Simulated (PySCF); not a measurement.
formic acid (CH₂O₂), singlet, geometry from GFN2-xTB. Base run: PBE0/def2-SVP, polarisability (PySCF).

The PySCF input:
```python
from pyscf import gto, scf, dft
from pyscf.prop import polarizability

mol = gto.M(
    atom='''
O    -1.016135   -0.435064    0.000080
C    -0.001727    0.412940   -0.007311
O     1.152871    0.114081    0.006617
H    -0.699045   -1.354439    0.018703
H    -0.384483    1.444668   -0.028412
''',
    basis='def2-svp',
    charge=0,
    spin=0,
    verbose=4,
)

mf = dft.RKS(mol)
mf.xc = 'pbe0'
mf.kernel()
alpha = mf.Polarizability().polarizability()[2, 2]
print('alpha_zz =', alpha)
```

The base run was repeated with changes; each row names its change, and settings that it needs were set with it.

```
change                                         alpha_zz (bohr³)  basis functions  core-seconds (rough)
---------------------------------------------  ----------------  ---------------  --------------------
base                                                       9.29               52                     6
finite field (a.u.) = 0.02; conv_tol = 1e-11               9.29               52                     6
finite field (a.u.) = 0.005; conv_tol = 1e-11              9.29               52                     6
basis = def2-TZVP                                         12.84              105                    20
basis = cc-pVTZ                                           12.42              118                    20
functional = lda,vwn                                       9.54               52                     3
functional = hf                                            8.82               52                   0.6
basis = cc-pVDZ                                            9.17               52                     6
basis = 6-31G*                                             8.80               46                     5
functional = camb3lyp                                      9.19               52                     9
basis = aug-cc-pVDZ                                       15.53               87                    10
finite field (a.u.) = 0.05; conv_tol = 1e-11               9.31               52                     6
```

Finite-field rows take the second difference of the energy in a field along z; a small field with loose convergence shows SCF noise divided by the square of the field, and a large one adds hyperpolarisability.
